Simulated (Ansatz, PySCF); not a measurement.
Gas-phase reaction (SMILES): C=COC(=C)F [1-ethenoxy-1-fluoroethene] + 7 [H][H] (H2) → 4 C (CH4) + F (HF) + O (H2O); energy of full hydrogenation.

Each molecule is optimised on its own at B3LYP-D3(BJ)/def2-TZVP (Ansatz, a first-principles code), one conformer each, not searched for the lowest. Cores are frozen in the correlated levels unless marked. No spin-orbit coupling. No relativistic terms. CBS(X,Y): correlation extrapolated as X^-3; Hartree-Fock from the larger set. The bracket is a focal-point correction in the basis named. Thermal terms are rigid-rotor harmonic-oscillator values from B3LYP-D3(BJ) frequencies (Ansatz or PySCF) at 298.15 K and 1 atm. 1 Eh = 627.5095 kcal/mol.

```csv
species,"E, RI-MP2/CBS(cc-pVTZ,cc-pVQZ)+[CCSD(T)-MP2]/cc-pVTZ (Ansatz) (Eh)","E, PBE0-D4/def2-TZVPD (Ansatz + dftd4) (Eh)",H - E (Eh),G - E (Eh)
C=COC(=C)F,-330.10894,-330.21503,0.08876,0.05139
[H][H] (H2),-1.17529,-1.16831,0.01336,-0.00144
C (CH4),-40.46125,-40.47492,0.04840,0.02728
F (HF),-100.39237,-100.39487,0.01259,-0.00713
O (H2O),-76.37659,-76.38102,0.02495,0.00353
```

Q: Work out ΔE and ΔH, ΔG, ΔS and the equilibrium constant at 298.15 K at the first level, then ΔH at the second.

A: 
1. ΔE = [4×(-40.46125) + (-100.39237) + (-76.37659)] - [(-330.10894) + 7×(-1.17529)] = -0.27799 Eh = -174.4 kcal/mol at RI-MP2/CBS(cc-pVTZ,cc-pVQZ)+[CCSD(T)-MP2]/cc-pVTZ.
2. The terms H - E add up to 0.04886 Eh, so ΔH = (-0.27799 + (0.04886))×627.5095 = -143.8 kcal/mol.
3. The terms G - E add up to 0.06421 Eh, so ΔG = -134.1 kcal/mol, and ΔS = (0.04886 - (0.06421))×627509.5/298.15 = -32.3 cal/(mol K).
4. log10 K = -ΔG/(RT ln 10) = 98.3, with RT ln 10 = 1.3642 kcal/mol.
5. At PBE0-D4/def2-TZVPD the same steps give ΔE = -177.2 and ΔH = -146.5 kcal/mol, a shift of -2.7 from the first level.
6. These values are not checked against measurement here, since the tables used lack a sound gas-phase enthalpy of formation for at least one species.
